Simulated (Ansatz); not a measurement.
Job for Ansatz (a quantum-chemistry and plane-wave program): R-CCSD(T)/aug-cc-pVTZ on N2 (SMILES N#N).

Ansatz 0.2 input:
```yaml
crystal:
  periodic: [false, false, false]
  atoms:
    - {symbol: N, position_ang: [-0.21362157, -0.07656925, -1.11253120]}
    - {symbol: N, position_ang: [-0.50001753, 0.37811009, -0.16328979]}
basis:
  gaussian:
    orbitals: aug-cc-pVTZ
magnetization: {spin_polarized: false}
correlation: {method: ccsd_t, electrons: outside_noble_gas}
scf: {lower_state_search: off}
```

The log:

```
WARN ansatz: RAYON_NUM_THREADS=2 ignored (pool sized by the plan → 2); use --threads N
Functional definition: HF
these checks for a lower state are left out or cut short: stability, starts, cluster_reference, orbital_swaps, neighbouring_geometries, increment
integrals: 0.08 GiB planned
550 factors; integrals over basis functions are off by at most 9.2e-4 eV
mean field: 0.11 GiB planned
mean field evaluation 1: about -2965.3195 eV, gradient 1.1e1 eV
mean field evaluation 2: about -2965.3341 eV, gradient 1.1e1 eV
mean field evaluation 4: about -2965.6566 eV, gradient 6.0e-1 eV
mean field evaluation 8: about -2965.6575 eV, gradient 2.9e-4 eV
mean field -2965.65753121 eV, -108.9859040770 hartree, gradient 2.9e-6 eV, S^2 0.000000; 0 other end points of the search recorded, 0 dependent functions left out
2 core orbitals not correlated
reference -2965.65753121 eV, -108.9859040770 hartree; 5, 5 occupied and 85, 85 virtual orbitals, 550 factors
second order -10.27466326 eV of doubles, -0.00000000 eV of singles
coupled cluster: 0.21 GiB planned
cycle   1  -9.79704516 eV  change    4.8e-1 eV  update   8.1e-2
cycle   2  -10.15300234 eV  change   -3.6e-1 eV  update   2.5e-2
cycle   3  -10.21556998 eV  change   -6.3e-2 eV  update   9.9e-3
cycle   4  -10.21758592 eV  change   -2.0e-3 eV  update   2.3e-3
cycle   5  -10.21975160 eV  change   -2.2e-3 eV  update   6.3e-4
cycle   6  -10.21977635 eV  change   -2.5e-5 eV  update   1.3e-4
cycle   7  -10.21984464 eV  change   -6.8e-5 eV  update   2.7e-5
cycle   8  -10.21985496 eV  change   -1.0e-5 eV  update   6.8e-6
perturbative correction -0.51439512 eV, -0.0189036719 hartree
Total energy: -2976.39178129 eV, -109.3803804915 hartree
Checks for a lower state left out: stability, starts, cluster_reference, orbital_swaps, neighbouring_geometries, increment
```

The calculation finished and met its thresholds.

Cost: around 1.5 core-seconds (rough).
